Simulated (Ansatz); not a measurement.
Breaking the Al1–H2 bond in AlH2I (SMILES [AlH2][I]) (multiplicity 1 held, fragments rigid). Energies count from the point at 1.571 Å.
Geometry at that point (charge 0, multiplicity 1):
```xyz
4

Al    -1.029    -1.593     0.268
H     -0.519    -2.624     1.337
H     -2.327    -1.781    -0.598
I      0.306     0.474    -0.080
```

R- and RO- levels are restricted; in cc, def2 and unpolarised 6-31G sets they are followed outwards from rest. Unrestricted levels (U-) break spin symmetry where that is lower. Active spaces are followed from a long bond inwards. Curves can end on different states.

Frozen-core correlation. Filled d and f shells under p-block atoms count as core.

The values were computed with Ansatz (Gaussian basis) for Hartree–Fock, density functionals and correlated methods. Values without a source in brackets are computed. In def2 rows elements past Kr take small-core potentials, without spin–orbit coupling.

Energies in kcal/mol.

| R (Å) | R-MP2/def2-SVP | R-CCSD/def2-SVP | U-CCSD/def2-SVP | R-CCSDT(Q)/def2-SVP | FIC-NEVPT4(SD) on CASSCF(2,2)/def2-SVP | FIC-MRCISD+Q on CASSCF(2,2)/def2-SVP |
|---|---|---|---|---|---|---|
| 1.257 | 25.9 | 25.8 | 25.8 | 25.9 | 25.9 | 25.8 |
| 1.414 | 5.1 | 5.1 | 5.1 | 5.2 | 5.2 | 5.1 |
| 1.571 | 0.0 | 0.0 | 0.0 | 0.0 | 0.0 | 0.0 |
| 1.728 | 3.6 | 3.4 | 3.4 | 3.3 | 3.2 | 3.4 |
| 1.885 | 11.8 | 11.2 | 11.2 | 11.0 | 10.8 | 11.0 |
| 2.120 | 27.6 | 26.0 | 26.0 | 25.5 | 25.3 | 25.6 |
| 2.356 | 44.2 | 41.1 | 41.2 | 40.2 | 39.9 | 40.3 |
| 2.749 | 68.9 | 61.8 | 62.4 | 59.8 | 59.5 | 60.0 |
| 3.141 | 88.1 | 75.4 | 75.5 | 72.0 | 71.8 | 72.3 |
| 3.613 | 103.9 | 84.2 | 81.4 | 79.1 | 78.9 | 79.4 |
| 4.241 | 114.1 | 88.7 | 82.8 | 82.1 | 82.0 | 82.4 |
| 5.026 | 113.0 | 90.2 | 83.1 | 82.7 | 82.7 | 83.2 |

Doubts at one or more of the structures used: a restricted determinant that unrestricted orbitals would lower (R-MP2/def2-SVP, R-CCSD/def2-SVP, R-CCSDT(Q)/def2-SVP); other coupled-cluster roots lie near (R-CCSD/def2-SVP, R-CCSDT(Q)/def2-SVP); T1 above 0.05 (R-CCSD/def2-SVP, U-CCSD/def2-SVP, R-CCSDT(Q)/def2-SVP); a spin-contaminated determinant (U-CCSD/def2-SVP).

Ansatz is a quantum-chemistry and plane-wave program.
